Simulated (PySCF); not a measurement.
**Static response to an electric field**

Compound: Se₆.
Cartesian coordinates in Å at the PBE0-D3(BJ)/def2-SVP level; atoms count from 1:
```xyz
6
Se6 angstrom
Se     1.0458   -1.8334   -0.3200
Se     2.0844    0.0189    0.6608
Se     1.0515    1.7794   -0.4854
Se    -1.0437    1.8347    0.5633
Se    -2.0824   -0.0176   -0.4175
Se    -1.0495   -1.7781    0.7287
```

Level: B3LYP/def2-SVPD (PySCF), static field, nuclei fixed, core orbitals frozen in the response. The polarisability tensor in these axes (au):

```
x   192.37  -0.13   0.26
y    -0.13 192.37  -3.26
z     0.26  -3.26 121.23
```

Task: Diagonalise the tensor; give its mean and Δα, where Δα² is half the sum of the squared differences of the eigenvalues.

Result: Principal values 121.08, 192.29 and 192.61 au; mean 168.66 au = 24.99 Å³ = 27.81 × 10⁻⁴⁰ C²·m²/J; Δα = 71.36 au (42 % of the mean).

Task: What is the dipole moment?

Result: 0.00 D; point group D3d allows none.

Task: What would n − 1 = 2πNα be for an ideal gas of these molecules at 500 K and 1 atm, electronic part alone?

Result: N = p/kT = 1.4678 × 10¹⁹ cm⁻³, so n − 1 = 2π × N × 24.99 × 10⁻²⁴ cm³ = 2305 × 10⁻⁶ at long wavelengths, for an ideal gas.

Task: In TDDFT the mean static polarisability is Σ f/ω² over all singlet excitations (ω in hartree). How much of it do the 10 lowest give? Their energies (eV) and oscillator strengths: 2.95, 0.0000; 2.96, 0.0000; 3.04, 0.0000; 3.11, 0.0000; 3.12, 0.0000; 3.20, 0.0000; 3.46, 0.0031; 3.46, 0.0054; 3.47, 0.0035; 3.48, 0.0085.

Result: They add up to 1.25 au, 0.7 % of the 168.66 au; the largest single term is 0.52 au, from the state at 3.48 eV. Terms in order: 0.00, 0.00, 0.00, 0.00, 0.00, 0.00, 0.19, 0.33, 0.21, 0.52 au. Higher excitations give the rest. The strengths listed sum to 0.020.

Task: What molar refraction does this α imply?

Result: Lorentz–Lorenz: R = (4π/3)N_A α = 2.5225 cm³/(mol·Å³) × 24.99 Å³ = 63.0 cm³/mol, in the limit of long wavelengths.

Task: Find the Langevin capture rate constant for H3+ (3.023 u) meeting this molecule (479.499 u), k = 2.342 × 10⁻⁹ cm³/s × √(α in Å³ / reduced mass in u).

Result: The reduced mass is 3.00 u, so k = 6.75 × 10⁻⁹ cm³/s.

Task: What are the principal values of the traceless quadrupole moment, Θ = ½Σq(3rr − r²1), about the centre of nuclear charge?

Result: -3.12, 1.52, 1.60 D·Å. With no charge and no dipole, the values don't depend on the origin. The electronic extent ⟨r²⟩ about the same centre is 3622 bohr², a root-mean-square distance of 2.23 Å for the 204 electrons.

The structure is a single PBE0-D3(BJ)/def2-SVP conformer in the gas phase; no vibrational or solvent corrections. The calculation is non-relativistic, for selenium too.
